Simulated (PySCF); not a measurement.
CHCl2, SMILES Cl[CH]Cl (connectivity only; charge and spin as stated), charge +1, multiplicity 1. Geometry: r2SCAN-D4/def2-TZVP. The spin state was assumed, not searched. The isomer is the one that the SMILES or the coordinates give; other isomers of the formula were not compared.

All values below come from r2SCAN-D4/def2-TZVP (PySCF).

Harmonic wavenumbers (cm⁻¹): 362, 858, 895, 1074, 1317, 3137. Rotational constants (GHz): 56.08, 3.473, 3.271; symmetry number 2.

Question: Work out the zero-point energy and the ideal-gas rigid-rotor harmonic-oscillator thermochemistry at 298.15 K and 1 atm.

Answer: ZPE = ½ Σ hcν = ½ × 7644 cm⁻¹ = 45.72 kJ/mol. H − E(el) = 56.96 kJ/mol. Entropy in J/(mol K): translation 163.99, rotation 93.56, vibration 6.33, total 263.88. G − E(el) = -21.72 kJ/mol. Cp = 46.06 J/(mol K).
